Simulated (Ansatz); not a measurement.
The same path of ClH + H4O2Si (9 atoms, charge 0, multiplicity 1) was run twice with different band settings. Lost on the way: Si1–O2, Cl8–H9. Made: Si1–Cl8, O2–H9.

Level of theory: Ansatz, RHF/def2-SVP.

Relaxed end points:

```xyz
9
Properties=species:S:1:pos:R:3
Si -0.253 -0.400 -0.160
O -0.527 0.603 1.141
H -1.296 0.491 1.678
O 1.174 0.041 -0.814
H 1.937 0.196 -0.278
H -1.295 -0.229 -1.184
H -0.248 -1.795 0.325
Cl 2.461 1.434 2.161
H 1.198 1.368 1.956
```

```xyz
9
Properties=species:S:1:pos:R:3
Si -0.052 0.066 -0.851
O 0.899 0.217 2.501
H 0.354 0.000 3.244
O 1.207 -0.699 -0.166
H 1.294 -0.643 0.781
H 0.085 -0.006 -2.309
H -1.354 -0.457 -0.403
Cl -0.055 2.088 -0.312
H 0.773 1.143 2.340
```

Common settings: movable images 7; climbing image yes; optimiser quadratic models (default); start path through a guess of the saddle point; force threshold 0.03 eV/Å; iteration limit 60; end points relaxed.

| run | spring |
| --- | --- |
| 1 | 5.0 eV/Å² |
| 2 | 0.5 eV/Å² |

Task: What does each run give, and how far can it be trusted?

Result: Run 1: converged after 30 iterations, highest image 1.506 eV above the first end. Neighbouring images differ by up to 1.3 eV, so the band resolves the path poorly. A vibrational analysis at the climbing image gives one clearly imaginary mode, 228i cm⁻¹: a first-order saddle point.
Run 2: converged after 45 iterations, highest image 1.506 eV above the first end. Neighbouring images differ by up to 1.3 eV, so the band resolves the path poorly. Another band between the same ends (7 images) ends at a top of the same energy, where a vibrational analysis finds 1 clearly imaginary mode.
The orbitals stay closed-shell, which can raise the energy where a bond breaks towards radicals; this wasn't checked here.
